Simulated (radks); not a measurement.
The numbers below are computed, except where a source is named.
Numerical settings for neutral silicon, [Ne] 3s2 3p2. Level of theory: scalar-relativistic Kohn-Sham, r2SCAN, spin-polarised, spherical densities, finite nucleus; open shells are filled with parallel spins first; meta-GGA in the generalised Kohn-Sham scheme; Fermi nuclear charge, rms radius 3.1224 fm (a radial shooting solver on a logarithmic mesh with Libxc functionals). The defaults (mesh step 0.008 in ln r, mesh end at 40 bohr or more with all orbitals vanishing there, Anderson mixing 0.5 over 9 steps, residual threshold near 1e-9 with the energy settled to 1e-9 hartree or 1e-11 of itself, here a cap of 89 iterations) give E = -289.981 hartree and 3p at -4.836 eV in 17 iterations. Run on one thread of a shared host, so times are rough (Intel(R) Xeon(R) 6975P-C): 0.1 s of CPU time, 0.1 s wall, 17 iterations on 2309 mesh points. Changes against that run (0 stands for a change within the tolerance of the run):

setting,iterations,converged,E (mhartree),e(3p) (meV),CPU (s)
mesh step in ln r 0.2,89,no,-1.56e+06,-,0.13
mesh step in ln r 0.03,11,yes,-0.00297,-0.00424,0.02
mesh step in ln r 0.012,13,yes,0,0,0.06
mesh end (bohr) 2,14,level above zero,+7.13e+03,+6.96e+04,0.07
mesh end (bohr) 12,17,yes,+0.0162,+1.86,0.1
residual threshold 0.1,9,yes,0,+0.144,0.07
residual threshold 1e-05,11,yes,0,-0.0658,0.07
mixing 1.5,20,yes,0,0,0.12
"linear mixing, mixing 0.05",89,no,+0.0634,-20.5,0.46
"linear mixing, mixing 0.5",86,no,diverged,-,0.46
mixing history 20,16,yes,0,0,0.1
iteration cap 3,3,no,+0.639,+252,0.03

Settled on a wrong energy, with an occupied level pushed above zero by the early mesh end: mesh end (bohr) 2 (+7.13 hartree). Apart from these: no run marked as converged misses the energy by more than 1 mhartree. A mesh that ends early acts as a hard wall.
